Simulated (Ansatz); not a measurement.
Cost and result for the atomization energy of C$_{2}$H$_{3}$BrN$_{2}$Si (`Br/C=N\C1=N[SiH2]1`) (9 atoms, 9 bonds).

Z-matrix (Å, degrees):
```
Si
C 1 1.783
N 1 1.779 2 42.2
H 1 1.477 2 121.7 3 100.1
H 1 1.477 2 121.3 3 -99.6
N 2 1.353 1 158.1 3 171.0
C 6 1.245 2 126.9 1 87.9
Br 7 1.905 6 125.3 2 3.3
H 7 1.084 6 122.4 2 -176.6
```

Total charge 0; spin multiplicity 1. Correlated methods include outer-core shells of Br, which these sets cover unevenly. Scalar relativity is left out up to krypton. The geometry is a stationary point of PBE0-D4/def2-TZVP. Program: Ansatz. All runs use 4 threads of an Arm Neoverse V2 on a shared host. Times are those of one run each, without the atoms' runs, and a repeat can differ threefold. Electronic energies, without spin–orbit coupling; frozen cores. CCSD(T)/CBS adds CCSD(T) − MP2 in def2-TZVPP to the MP2 limit, and its time is that of the two runs behind it. T1 = 0.014. With those shells the extrapolation isn't a true limit. B3LYP takes the VWN-RPA correlation (the form of Gaussian; ORCA's B3LYP/G).

CCSD(T)/CBS is a level of theory with its own doubt, some kJ/mol a heavy atom from the limit and from the frozen cores, so smaller differences don't rank the functionals.

```json
{"level": "revPBE-D4/def2-TZVPP", "functions": "256", "wall time": "2.2 s"}
{"level": "BLYP-D4/def2-TZVPP", "functions": "256", "wall time": "2.3 s"}
{"level": "CAM-B3LYP-D4/def2-TZVPP", "functions": "256", "wall time": "4.4 s"}
{"level": "r2SCAN-D4/def2-TZVPP (with forces)", "functions": "256", "wall time": "5.5 s"}
{"level": "B3LYP-D4/def2-TZVPP (with forces)", "functions": "256", "wall time": "6 s"}
{"level": "B2PLYP/def2-TZVPP", "functions": "256", "wall time": "7 s"}
{"level": "PBE-QIDH/def2-TZVPP", "functions": "256", "wall time": "7 s"}
{"level": "B97M-V/def2-TZVPP", "functions": "256", "wall time": "11 s"}
{"level": "CCSD(T)/def2-SVP", "functions": "121", "wall time": "11 s"}
{"level": "ωB97M-V/def2-TZVPP (with forces)", "functions": "256", "wall time": "14 s"}
{"level": "MP2/def2-QZVPP", "functions": "477", "wall time": "25 s"}
{"level": "CCSD(T)/def2-TZVPP", "functions": "256", "wall time": "4.6 min"}
{"level": "CCSD(T)/CBS(def2)", "functions": "–", "wall time": "5 min"}
```

Question: What atomization energy does each give, and how far from CCSD(T)/CBS? (Best estimate.)

Answer: Computed: 
```csv
level,atomization (kcal/mol),difference from CCSD(T)/CBS,per bond
revPBE-D4/def2-TZVPP,815.1,21.1,2.3
BLYP-D4/def2-TZVPP,814.2,20.2,2.2
CAM-B3LYP-D4/def2-TZVPP,798.9,4.9,0.5
r2SCAN-D4/def2-TZVPP (with forces),802.5,8.5,0.9
B3LYP-D4/def2-TZVPP (with forces),801.1,7.1,0.8
B2PLYP/def2-TZVPP,789.3,-4.7,-0.5
PBE-QIDH/def2-TZVPP,789.9,-4.1,-0.5
B97M-V/def2-TZVPP,802.1,8.1,0.9
CCSD(T)/def2-SVP,733.8,-60.2,-6.7
ωB97M-V/def2-TZVPP (with forces),799.7,5.7,0.6
MP2/def2-QZVPP,810.1,16.1,1.8
CCSD(T)/def2-TZVPP,764.0,-30.0,-3.3
CCSD(T)/CBS(def2),794.0,0.0,0.0
```

Leaving LDA and LC-ωPBE aside and taking each functional with its dispersion term where it has one, the values, not all of them listed here, spread over 85.6 kcal/mol, from BHLYP-D4 to PBE-D4. LDA lies +119.0 kcal/mol from PBE without D4, its usual overbinding. The D4 term adds +10.0 kcal/mol with B3LYP and +5.3 kcal/mol with PBE0; it sums over pairs of atoms, weighted by their polarisabilities, and B3LYP, whose exchange is more repulsive, gets the larger term. In def2-TZVPP, CCSD(T) changes the Hartree–Fock value by +267.4 kcal/mol (the triples alone add +23.8 kcal/mol) and MP2 by +295.7 kcal/mol; breaking electron pairs costs correlation energy, which Hartree–Fock lacks.
